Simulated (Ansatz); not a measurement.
Ansatz (a first-principles code) input (HF/3-21G): The .json file is the Basis Set Exchange's 3-21G.

Ansatz 0.2 input:
```yaml
crystal:
  periodic: [false, false, false]
  atoms:
    - {symbol: C, position_ang: [1.78962200, 0.61908300, 0.11804400]}
    - {symbol: Si, position_ang: [0.52604500, -0.76064200, -0.12688800]}
    - {symbol: B, position_ang: [-1.42001700, -0.24593100, -0.05161500]}
    - {symbol: O, position_ang: [-1.96010500, 0.95970200, 0.15146100]}
    - {symbol: H, position_ang: [1.67494300, 1.38980600, -0.64607400]}
    - {symbol: H, position_ang: [1.66335700, 1.09157300, 1.09367300]}
    - {symbol: H, position_ang: [2.80775800, 0.22822000, 0.05782100]}
    - {symbol: H, position_ang: [0.72089600, -1.80907300, 0.90878600]}
    - {symbol: H, position_ang: [0.73660600, -1.40472200, -1.44999900]}
    - {symbol: H, position_ang: [-2.92499000, 0.99073500, 0.15035500]}
basis:
  gaussian:
    orbitals: 3-21G.json
hamiltonian:
  xc: {name: HF}
magnetization: {spin_polarized: true, initial_magnetization: 1}
relax: {f_tol: 0.003, max_steps: 120}
```

Output:

```
Functional definition: HF
integrals: 0.01 GiB planned
648 factors; integrals over basis functions are off by at most 5.4e-4 eV
mean field: 0.18 GiB planned
mean field evaluation 1: about -11630.3332 eV, gradient 2.1e1 eV
mean field evaluation 2: about -11630.5323 eV, gradient 2.1e1 eV
mean field evaluation 4: about -11633.0121 eV, gradient 2.6e0 eV
mean field evaluation 8: about -11633.1361 eV, gradient 2.0e-1 eV
mean field -11633.13737183 eV, -427.5099131909 hartree, gradient 7.3e-5 eV, S^2 0.754629; 0 other end points of the search recorded, 0 dependent functions left out
the calculation of the forces begins
reference -11633.13737183 eV, -427.5099131909 hartree; 20, 19 occupied and 32, 33 virtual orbitals, 648 factors
relax step   1: F+E_penalty+E_count = -11633.13737183 eV  Δ(F+E_penalty+E_count) = +0.000e0 eV  max|allowed force component| = 1.182e0 eV/Å  Δτ_max = 0.0000 Å  (48 SCF iters, accepted)
these checks for a lower state are left out or cut short: starts, cluster_reference, orbital_swaps, neighbouring_geometries, increment
integrals: 0.01 GiB planned
648 factors; integrals over basis functions are off by at most 5.4e-4 eV
mean field: 0.18 GiB planned
mean field evaluation 16: about -11632.9077 eV, gradient 1.7e0 eV
mean field -11633.18066177 eV, -427.5115040672 hartree, gradient 2.1e-5 eV, S^2 0.754758; 0 other end points of the search recorded, 0 dependent functions left out
the calculation of the forces begins
reference -11633.18066177 eV, -427.5115040672 hartree; 20, 19 occupied and 32, 33 virtual orbitals, 648 factors
relax step   2: F+E_penalty+E_count = -11633.18066177 eV  Δ(F+E_penalty+E_count) = -4.329e-2 eV  max|allowed force component| = 3.240e-1 eV/Å  Δτ_max = 0.0456 Å  (50 SCF iters, accepted)
these checks for a lower state are left out or cut short: starts, cluster_reference, orbital_swaps, neighbouring_geometries, increment
integrals: 0.01 GiB planned
648 factors; integrals over basis functions are off by at most 5.4e-4 eV
mean field: 0.18 GiB planned
mean field evaluation 32: about -11633.1871 eV, gradient 2.4e-4 eV
mean field -11633.18711508 eV, -427.5117412216 hartree, gradient 2.1e-5 eV, S^2 0.754750; 0 other end points of the search recorded, 0 dependent functions left out
the calculation of the forces begins
reference -11633.18711508 eV, -427.5117412216 hartree; 20, 19 occupied and 32, 33 virtual orbitals, 648 factors
relax step   3: F+E_penalty+E_count = -11633.18711508 eV  Δ(F+E_penalty+E_count) = -6.453e-3 eV  max|allowed force component| = 1.456e-1 eV/Å  Δτ_max = 0.0263 Å  (48 SCF iters, accepted)
these checks for a lower state are left out or cut short: starts, cluster_reference, orbital_swaps, neighbouring_geometries, increment
integrals: 0.01 GiB planned
648 factors; integrals over basis functions are off by at most 5.4e-4 eV
mean field: 0.18 GiB planned
mean field -11633.18805224 eV, -427.5117756617 hartree, gradient 2.1e-5 eV, S^2 0.754742; 0 other end points of the search recorded, 0 dependent functions left out
the calculation of the forces begins
reference -11633.18805224 eV, -427.5117756617 hartree; 20, 19 occupied and 32, 33 virtual orbitals, 648 factors
relax step   4: F+E_penalty+E_count = -11633.18805224 eV  Δ(F+E_penalty+E_count) = -9.372e-4 eV  max|allowed force component| = 1.045e-1 eV/Å  Δτ_max = 0.0157 Å  (48 SCF iters, accepted)
these checks for a lower state are left out or cut short: starts, cluster_reference, orbital_swaps, neighbouring_geometries, increment
integrals: 0.01 GiB planned
648 factors; integrals over basis functions are off by at most 5.4e-4 eV
mean field: 0.18 GiB planned
mean field -11633.18854786 eV, -427.5117938755 hartree, gradient 2.1e-5 eV, S^2 0.754703; 0 other end points of the search recorded, 0 dependent functions left out
the calculation of the forces begins
reference -11633.18854786 eV, -427.5117938755 hartree; 20, 19 occupied and 32, 33 virtual orbitals, 648 factors
relax step   5: F+E_penalty+E_count = -11633.18854786 eV  Δ(F+E_penalty+E_count) = -4.956e-4 eV  max|allowed force component| = 6.797e-3 eV/Å  Δτ_max = 0.0235 Å  (49 SCF iters, accepted)
these checks for a lower state are left out or cut short: starts, cluster_reference, orbital_swaps, neighbouring_geometries, increment
integrals: 0.01 GiB planned
648 factors; integrals over basis functions are off by at most 5.4e-4 eV
mean field: 0.18 GiB planned
mean field -11633.18857581 eV, -427.5117949026 hartree, gradient 2.1e-5 eV, S^2 0.754694; 0 other end points of the search recorded, 0 dependent functions left out
the calculation of the forces begins
reference -11633.18857581 eV, -427.5117949026 hartree; 20, 19 occupied and 32, 33 virtual orbitals, 648 factors
relax step   6: F+E_penalty+E_count = -11633.18857581 eV  Δ(F+E_penalty+E_count) = -2.795e-5 eV  max|allowed force component| = 6.714e-3 eV/Å  Δτ_max = 0.0058 Å  (46 SCF iters, accepted)
these checks for a lower state are left out or cut short: starts, cluster_reference, orbital_swaps, neighbouring_geometries, increment
integrals: 0.01 GiB planned
648 factors; integrals over basis functions are off by at most 5.4e-4 eV
mean field: 0.18 GiB planned
mean field evaluation 64: about -11632.9272 eV, gradient 6.9e-1 eV
mean field -11633.18857998 eV, -427.5117950558 hartree, gradient 2.1e-5 eV, S^2 0.754692; 0 other end points of the search recorded, 0 dependent functions left out
the calculation of the forces begins
reference -11633.18857998 eV, -427.5117950558 hartree; 20, 19 occupied and 32, 33 virtual orbitals, 648 factors
relax step   7: F+E_penalty+E_count = -11633.18857998 eV  Δ(F+E_penalty+E_count) = -4.168e-6 eV  max|allowed force component| = 3.268e-3 eV/Å  Δτ_max = 0.0020 Å  (47 SCF iters, accepted)
these checks for a lower state are left out or cut short: starts, cluster_reference, orbital_swaps, neighbouring_geometries, increment
integrals: 0.01 GiB planned
648 factors; integrals over basis functions are off by at most 5.4e-4 eV
mean field: 0.18 GiB planned
mean field -11633.18858243 eV, -427.5117951459 hartree, gradient 2.1e-5 eV, S^2 0.754691; 0 other end points of the search recorded, 0 dependent functions left out
the calculation of the forces begins
reference -11633.18858243 eV, -427.5117951459 hartree; 20, 19 occupied and 32, 33 virtual orbitals, 648 factors
relax step   8: F+E_penalty+E_count = -11633.18858243 eV  Δ(F+E_penalty+E_count) = -2.453e-6 eV  max|allowed force component| = 1.058e-3 eV/Å  Δτ_max = 0.0005 Å  (47 SCF iters, accepted)
integrals: 0.01 GiB planned
648 factors; integrals over basis functions are off by at most 5.4e-4 eV
mean field: 0.18 GiB planned
mean field evaluation 96: about -11633.1751 eV, gradient 5.3e-1 eV
mean field -11633.18858243 eV, -427.5117951459 hartree, gradient 2.1e-5 eV, S^2 0.754691; 1 other end points of the search recorded, 0 dependent functions left out
the calculation of the forces begins
reference -11633.18858243 eV, -427.5117951459 hartree; 20, 19 occupied and 32, 33 virtual orbitals, 648 factors
Total energy: -11633.18858243 eV, -427.5117951459 hartree
Atom 0 at     1.787644     0.633880     0.120567 Å, force    -0.000485     0.000479     0.000101 eV/Å
Atom 1 at     0.525466    -0.795895    -0.132940 Å, force    -0.000631     0.000192     0.000061 eV/Å
Atom 2 at    -1.440656    -0.279375    -0.057464 Å, force     0.000569    -0.001058    -0.000195 eV/Å
Atom 3 at    -1.965749     0.961088     0.151649 Å, force     0.000328     0.000989     0.000182 eV/Å
Atom 4 at     1.659364     1.395751    -0.640840 Å, force     0.000097    -0.000139     0.000100 eV/Å
Atom 5 at     1.647798     1.098983     1.090499 Å, force     0.000096    -0.000111    -0.000164 eV/Å
Atom 6 at     2.804333     0.258613     0.063037 Å, force     0.000062    -0.000206    -0.000046 eV/Å
Atom 7 at     0.752498    -1.847446     0.905553 Å, force     0.000013     0.000099    -0.000175 eV/Å
Atom 8 at     0.768231    -1.442039    -1.459339 Å, force     0.000004     0.000045     0.000193 eV/Å
Atom 9 at    -2.924814     1.075191     0.164844 Å, force    -0.000053    -0.000292    -0.000056 eV/Å
Dipole moment:    -0.326906     0.157583     0.024842 e Å
```

The geometry given is a B3LYP-D3(BJ)/def2-TZVP minimum.
